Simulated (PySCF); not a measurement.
# Electronic absorption of C3H10FPSi2

Species: C3H10FPSi2.
Cartesian coordinates in Å at the GFN2-xTB level; atoms count from 1:
```xyz
17
C3H10FPSi2 angstrom
F      3.344    1.965    0.285
Si     3.288    0.359    0.172
P      1.251   -0.245    0.822
Si     0.003    0.693   -0.792
C     -1.777    0.151   -0.493
C     -2.082   -1.214    0.060
C     -2.280   -0.010    0.916
H      3.660    0.106   -1.215
H      4.275   -0.123    1.128
H      1.332   -1.505    0.257
H      0.125    2.147   -0.648
H      0.423    0.296   -2.146
H     -2.499    0.536   -1.203
H     -1.252   -1.866    0.294
H     -2.951   -1.737   -0.312
H     -3.287    0.307    1.142
H     -1.578    0.152    1.723
```

Computed, not measured: TDDFT B3LYP/def2-SVPD, vertical, gas phase, core orbitals frozen in the response in PySCF 2.14.0, density-fitted response routines.

| state | λ (nm) | E (eV) | f | main configurations (H = HOMO, L = LUMO) |
| --- | --- | --- | --- | --- |
| S1 | 225.6 | 5.49 | 0.014 | H→L (98%) |
| S2 | 198.8 | 6.24 | 0.021 | H→L+1 (62%), H→L+2 (33%) |
| S3 | 192.8 | 6.43 | 0.073 | H→L+2 (49%), H→L+1 (28%), H→L+3 (14%) |
| S4 | 190.6 | 6.51 | 0.0088 | H→L+3 (78%), H→L+2 (9%) |
| S5 | 184.3 | 6.73 | 0.061 | H-1→L (54%), H→L+4 (20%), H-3→L (13%) |
| S6 | 179.2 | 6.92 | 0.020 | H-1→L (36%), H-3→L (23%), H→L+4 (20%) |
| S7 | 178.1 | 6.96 | 0.0002 | H-2→L (77%), H-3→L (12%) |
| S8 | 174.3 | 7.11 | 0.154 | H→L+4 (40%), H-3→L (37%) |

Triplets (Tamm–Dancoff): T1 5.15 eV, H→L (86%), H→L+2 (9%); T2 5.63 eV, H→L+2 (49%), H→L+1 (35%); T3 5.75 eV, H→L+1 (45%), H→L+2 (35%), H→L (8%).

The lowest singlet lies at 5.49 eV (226 nm, ultraviolet) and is weak; its leading configuration is HOMO→LUMO (98%). The most intense listed level is S8 at 7.11 eV (174 nm, f = 0.154), 1.62 eV above S1. It is the last of those listed, so stronger ones may follow. Löwdin shares by element: HOMO phosphorus 60%, silicon 21%, hydrogen 6% or more; LUMO silicon 37% or more, hydrogen 20% or more, phosphorus 18% (atoms not listed hold the other 25%). The oscillator strengths of these states sum to 0.351; summed over the whole spectrum of an exact calculation they would give the number of electrons, 80 (Thomas–Reiche–Kuhn). The listed states span 1.62 eV, and the widest gap between neighbours is 0.74 eV (S1 to S2). Orbital energies (eV): HOMO-3 -8.54, HOMO-2 -8.34, HOMO-1 -8.16, HOMO -7.22, LUMO -0.68, LUMO+1 -0.04, LUMO+2 0.04. The window holds the lowest 8 singlets.

Hardware: one thread, Arm Neoverse N1 (aarch64), on a shared host. Cost: 96 s of wall time, 0.89 GiB resident at most.

One conformer stands for the species.
